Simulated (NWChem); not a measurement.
Molecule: SiH₄S; SMILES [SiH3]S

All runs: NWChem. Pople sets run with spherical d functions. Each level has its own optimisation; frequencies are unscaled.

```
level                  r S–Si (Å)  r H–S (Å)  highest harmonic frequency (cm⁻¹)  lowest (cm⁻¹)  zero-point energy (kcal/mol)
---------------------  ----------  ---------  ---------------------------------  -------------  ----------------------------
CAM-B3LYP/def2-SVP          2.148      1.350                               2712            250                          21.7
B3LYP/6-31G*                2.163      1.352                                [?]            [?]                          21.5
Hartree-Fock/3-21G          2.255      1.351                               2645            175                          22.0
PBE0-D3(BJ)/def2-TZVP       2.137      1.344                               2710            191                          21.3
```

Question: Complete the blanks.

Answer: 
- B3LYP/6-31G*, highest harmonic frequency (cm⁻¹): 2672
- B3LYP/6-31G*, lowest (cm⁻¹): 201
